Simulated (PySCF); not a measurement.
**Electron correlation in Mg²⁺ (magnesium, charge +2)**

[Ne], closed-shell 1S. Computed with PySCF 2.14 in aug-cc-pVDZ-DK (5s4p2d, 27 functions), with scalar relativity by spin-free X2C-1e. Frozen: [He] 2s2; 6 electrons correlated.

Total MP2 correlation energy: -1.83 mhartree.

Same-spin part -0.53 and opposite-spin part -1.30 mhartree; SCS-MP2 scales them by 1/3 and 6/5 to -1.74 mhartree.

```tsv
level	correlation energy (mhartree)
CCSD	-1.77
(T)	-0.03
CCSD(T)	-1.80
```

Diagnostics: T1 = 0.00085, D1 = 0.0012, largest double amplitude 0.003.

Cost of the coupled-cluster step: 0.04 s of wall time on 1 thread of INTEL(R) XEON(R) PLATINUM 8581C CPU @ 2.30GHz (shared host), for 6 correlated electrons.
